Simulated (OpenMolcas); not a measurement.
**OpenMolcas run: Tm+**

Input:

```
&GATEWAY
Coord
1

Tm 0.0 0.0 0.0
Basis=ANO-RCC-VDZP
Group=XYZ
NoMove
AngMom=0.0 0.0 0.0
AMFI
&SEWARD
* reference wave functions (RASSCF and RASSI steps not shown): 12 electrons in 7 orbitals (4f)
>>> COPY JOB001 $Project.JobIph
&CASPT2
Multistate=21 1 2 3 4 5 6 7 8 9 10 11 12 13 14 15 16 17 18 19 20 21
Frozen=14 9
IPEA=0.25
Imaginary=0.1
MaxIter=60
WThr=0.0 0.3 0.05
PrWF=0.5
NoMix
>>> COPY JOB002 $Project.JobIph
&CASPT2
Multistate=27 1 2 3 4 5 6 7 8 9 10 11 12 13 14 15 16 17 18 19 20 21 22
23 24 25 26 27
Frozen=14 9
IPEA=0.25
Imaginary=0.1
MaxIter=60
WThr=0.0 0.3 0.05
PrWF=0.5
NoMix
```

Launched by
```bash
OMP_NUM_THREADS=1 MOLCAS_MEM=2252 MOLCAS_PROJECT=a pymolcas a.inp > a.log  # once for each step of the input, in one work folder
```

Output, cut to the results:

```
--- CASPT2 ---
Orbital specifications:
      -----------------------

      Symmetry species                           1   2
                                                ag  au
      Frozen orbitals                           14   9
      Inactive orbitals                          2   3
      Active orbitals                            0   7
      Secondary orbitals                        20  13
      Deleted orbitals                           0   0
      Number of basis functions                 36  32
Type of calculation                        MS-CASPT2
      Fock operator                              state-specific
      IPEA shift                                 0.25
      Real shift                                 0.00
      Imaginary shift                            0.10
      The input orbitals will be transformed to quasi-canonical
Reference energy:      -13554.5342353564
      E2 (Non-variational):      -0.8989500202
      Shift correction:          -0.0006455013
      E2 (Variational):          -0.8995955215
      Total energy:          -13555.4338308779
      Residual norm:              0.0000006168
      Reference weight:           0.85817
      Contributions to the CASPT2 correlation energy
      Active & Virtual Only:         -0.4247358576
      One Inactive Excited:          -0.2836105625
      Two Inactive Excited:          -0.1906036001
Reference energy:      -13554.5342353564
      E2 (Non-variational):      -0.8987350557
      Shift correction:          -0.0006446882
      E2 (Variational):          -0.8993797440
      Total energy:          -13555.4336151004
      Residual norm:              0.0000005717
      Reference weight:           0.85827
      Contributions to the CASPT2 correlation energy
      Active & Virtual Only:         -0.4246277492
      One Inactive Excited:          -0.2834994866
      Two Inactive Excited:          -0.1906078200
::    CASPT2 Root  1     Total energy: -13555.43383088
::    CASPT2 Root  2     Total energy: -13555.43361510
::    CASPT2 Root  3     Total energy: -13555.43383392
::    CASPT2 Root  4     Total energy: -13555.43376643
::    CASPT2 Root  5     Total energy: -13555.43359497
::    CASPT2 Root  6     Total energy: -13555.43350983
::    CASPT2 Root  7     Total energy: -13555.43356391
::    CASPT2 Root  8     Total energy: -13555.43345602
::    CASPT2 Root  9     Total energy: -13555.43358028
::    CASPT2 Root 10     Total energy: -13555.43391815
::    CASPT2 Root 11     Total energy: -13555.43388642
::    CASPT2 Root 12     Total energy: -13555.40420806
::    CASPT2 Root 13     Total energy: -13555.40420746
::    CASPT2 Root 14     Total energy: -13555.40420441
::    CASPT2 Root 15     Total energy: -13555.40410143
::    CASPT2 Root 16     Total energy: -13555.40407261
::    CASPT2 Root 17     Total energy: -13555.40414988
::    CASPT2 Root 18     Total energy: -13555.40409053
::    CASPT2 Root 19     Total energy: -13555.28443288
::    CASPT2 Root 20     Total energy: -13555.28443289
::    CASPT2 Root 21     Total energy: -13555.28443290
::    MS-CASPT2 Root  1     Total energy: -13555.43422714
::    MS-CASPT2 Root  2     Total energy: -13555.43417019
::    MS-CASPT2 Root  3     Total energy: -13555.43404427
::    MS-CASPT2 Root  4     Total energy: -13555.43396885
::    MS-CASPT2 Root  5     Total energy: -13555.43389955
::    MS-CASPT2 Root  6     Total energy: -13555.43384390
::    MS-CASPT2 Root  7     Total energy: -13555.43349967
::    MS-CASPT2 Root  8     Total energy: -13555.43338868
::    MS-CASPT2 Root  9     Total energy: -13555.43334757
--- CASPT2 ---
Orbital specifications:
      -----------------------

      Symmetry species                           1   2
                                                ag  au
      Frozen orbitals                           14   9
      Inactive orbitals                          2   3
      Active orbitals                            0   7
      Secondary orbitals                        20  13
      Deleted orbitals                           0   0
      Number of basis functions                 36  32
Type of calculation                        MS-CASPT2
      Fock operator                              state-specific
      IPEA shift                                 0.25
      Real shift                                 0.00
      Imaginary shift                            0.10
      The input orbitals will be transformed to quasi-canonical
Reference energy:      -13554.4931889421
      E2 (Non-variational):      -0.8990888131
      Shift correction:          -0.0006460079
      E2 (Variational):          -0.8997348210
      Total energy:          -13555.3929237631
      Residual norm:              0.0000002293
      Reference weight:           0.85841
      Contributions to the CASPT2 correlation energy
      Active & Virtual Only:         -0.4253605389
      One Inactive Excited:          -0.2831272055
      Two Inactive Excited:          -0.1906010687
Reference energy:      -13554.4931889421
      E2 (Non-variational):      -0.8984689757
      Shift correction:          -0.0006447493
      E2 (Variational):          -0.8991137250
      Total energy:          -13555.3923026671
      Residual norm:              0.0000002272
      Reference weight:           0.85860
      Contributions to the CASPT2 correlation energy
      Active & Virtual Only:         -0.4249300500
      One Inactive Excited:          -0.2829434683
      Two Inactive Excited:          -0.1905954574
::    CASPT2 Root  1     Total energy: -13555.39292376
::    CASPT2 Root  2     Total energy: -13555.39230267
::    CASPT2 Root  3     Total energy: -13555.39290585
::    CASPT2 Root  4     Total energy: -13555.39329756
::    CASPT2 Root  5     Total energy: -13555.39565481
::    CASPT2 Root  6     Total energy: -13555.39383686
::    CASPT2 Root  7     Total energy: -13555.39195589
::    CASPT2 Root  8     Total energy: -13555.39310271
::    CASPT2 Root  9     Total energy: -13555.39359999
...
```

Levels above the lowest, from the spin-orbit matrix with the single-state CASPT2 energies, averaged by term, on its diagonal:

| Configuration | Term | J | E (cm⁻¹) | g | Term weight % | Second |
| --- | --- | --- | --- | --- | --- | --- |
| 4f¹² 6s² | ³H | 6 | 0.0 | 1.166 | 99 |  |
| 4f¹² 6s² | ³F | 4 | 5860 | 1.138 | 62 | 30 ¹G |
| 4f¹² 6s² | ³H | 5 | 8390 | 1.033 | 100 |  |
| 4f¹² 6s² | ³H | 4 | 12900 | 0.951 | 59 | 28 ³F |
| 4f¹² 6s² | ³F | 3 | 14870 | 1.084 | 100 |  |
| 4f¹² 6s² | ³F | 2 | 15940 | 0.731 | 82 | 17 ¹D |
| 4f¹² 6s² | ¹G | 4 | 21760 | 0.961 | 58 | 32 ³H |
| 4f¹² 6s² | ¹D | 2 | 31140 | 1.110 | 52 | 32 ³P |
| 4f¹² 6s² | ¹I | 6 | 39210 | 1.001 | 99 |  |
| 4f¹² 6s² | ³P | 1 | 41150 | 1.501 | 100 |  |
| 4f¹² 6s² | ³P | 2 | 42340 | 1.326 | 67 | 31 ¹D |
| 4f¹² 6s² | ³P | 0 | 42500 |  | 100 |  |

CASPT2 does not keep the components of a term degenerate, so their means are used; among the terms shown or strongly mixed into the levels shown the widest spread is 1300 cm-1 (4f¹² 6s² ¹I). Some high roots are left out of the spin-orbit mixing, which shifts the levels that they would mix with. The free ion's ground configuration, as NIST lists it, lies outside this active space, so the lowest level here need not be the ground level. With the s shell closed, the reference lacks s² → p² mixing. The CASPT2 spread within a term exceeds the gap to the next term for 4f¹² 6s² ¹I and 4f¹² 6s² ³P, so the order of their levels is uncertain. Levels of configurations outside the active space are missing. The first state left out of the spin-orbit step lies near 82000 cm-1 above the lowest spin-free state of the reference (among the parities and spins computed), and the list stops at four fifths of that energy or lower.

The CASPT2 steps took 15 s on 1 thread of AMD EPYC 9R14 (Zen 4), with other jobs on the host; the integral step is not counted.

The term weight is that of the spin-free term in the level, not the purity of its configuration.
